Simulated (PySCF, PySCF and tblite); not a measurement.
A run on one conformer of C₅H₁₁NO, numbered as in [CH3:1][C:2]([CH3:3])([CH3:4])[C:5]([NH2:6])=[O:7], from an ensemble study. The sound level was PBE0/pcSseg-1 (IEF-PCM, chloroform) on GFN2-xTB geometries.

Input:

```
{"job": {"xc": "PBE0", "basis": "pcSseg-1", "solvent": "chloroform", "grid": 0, "kind": "nmr", "pop": false}, "charge": 0, "multiplicity": 1}
C     -0.906688     0.377155     1.473378
C     -0.210391     0.067497     0.147569
C     -0.884371    -1.139633    -0.514285
C     -0.288418     1.293312    -0.769456
C      1.259909    -0.262344     0.440671
N      2.008541    -0.560626    -0.647994
O      1.738624    -0.263117     1.551767
H     -0.838341    -0.477350     2.141337
H     -1.954773     0.614157     1.306447
H     -0.425869     1.220847     1.961215
H     -1.946414    -0.941651    -0.644392
H     -0.459746    -1.355630    -1.492460
H     -0.774819    -2.023226     0.110483
H     -1.328390     1.581769    -0.908872
H      0.242911     2.132043    -0.325142
H      0.140502     1.094849    -1.749547
H      1.638935    -0.566864    -1.579974
H      2.980039    -0.784870    -0.512400
```

Command: OMP_NUM_THREADS=1 python ens_run.py task.json out

Output:

```
final grid: 14400 points
cycle   1  E = -326.5495911257  dE =  8.684e-01  |g| = 8.531e-01  |ddm| = 3.576e+00
cycle   2  E = -326.2574986038  dE =  2.921e-01  |g| = 1.509e+00  |ddm| = 2.123e+00
cycle   3  E = -326.6869151202  dE = -4.294e-01  |g| = 2.123e-01  |ddm| = 1.568e+00
cycle   4  E = -326.6963484973  dE = -9.433e-03  |g| = 4.925e-02  |ddm| = 1.867e-01
cycle   5  E = -326.6968150964  dE = -4.666e-04  |g| = 1.453e-02  |ddm| = 4.012e-02
cycle   6  E = -326.6968602418  dE = -4.515e-05  |g| = 3.329e-03  |ddm| = 1.241e-02
cycle   7  E = -326.6968622990  dE = -2.057e-06  |g| = 9.845e-04  |ddm| = 2.799e-03
cycle   8  E = -326.6968625039  dE = -2.049e-07  |g| = 2.884e-04  |ddm| = 1.199e-03
cycle   9  E = -326.6968625221  dE = -1.814e-08  |g| = 3.827e-05  |ddm| = 3.301e-04
cycle  10  E = -326.6968625224  dE = -2.934e-10  |g| = 1.962e-05  |ddm| = 5.548e-05
converged SCF energy = -326.6968625224

GIAO shielding tensors (ppm)
atom      isotropic    diamagn.    paramagn.     s11        s22        s33       span
  0 C      159.790     247.222     -87.432    146.509    150.113    182.749     36.240
  1 C      146.982     248.079    -101.097    137.571    138.547    164.829     27.258
  2 C      156.935     248.172     -91.236    136.156    148.902    185.748     49.592
  3 C      156.852     248.066     -91.214    136.289    148.751    185.516     49.227
  4 C        4.179     247.668    -243.490    -77.565     -5.161     95.262    172.827
  5 N      152.507     324.308    -171.802     55.057    170.009    232.453    177.397
  6 O      -49.964     401.808    -451.772   -329.734   -155.404    335.247    664.981
  7 H       30.330      31.126      -0.796     26.844     27.716     36.431      9.587
  8 H       31.065      31.122      -0.057     27.355     29.161     36.680      9.325
  9 H       30.333      31.131      -0.798     26.854     27.701     36.445      9.592
 10 H       30.538      31.258      -0.720     26.759     28.497     36.357      9.599
 11 H       30.471      31.888      -1.417     26.456     29.146     35.812      9.356
 12 H       30.404      30.929      -0.525     26.747     27.839     36.625      9.879
 13 H       30.528      31.234      -0.706     26.749     28.492     36.344      9.595
 14 H       30.412      30.928      -0.516     26.746     27.851     36.640      9.894
 15 H       30.472      31.865      -1.394     26.462     29.144     35.809      9.348
 16 H       26.107      33.917      -7.810     20.646     26.425     31.252     10.606
 17 H       26.653      30.087      -3.434     22.227     22.698     35.035     12.808
```

Task: What is wrong with this calculation, and what did it do to the result?

Result: The setting at fault: integration grid far too coarse. The run converged. Shieldings averaged over the conformers (ppm), as run and sound:
| atoms | as run | sound |
| --- | --- | --- |
| C1/C3/C4 | 157.9 | 157.7 |
| C2 | 147.0 | 147.0 |
| C5 | 4.2 | 4.2 |
| N6 | 152.5 | 152.4 |
| O7 | -50.0 | -50.1 |
| H1/H3/H4 | 30.5 | 30.5 |
| H6 | 26.4 | 26.4 |
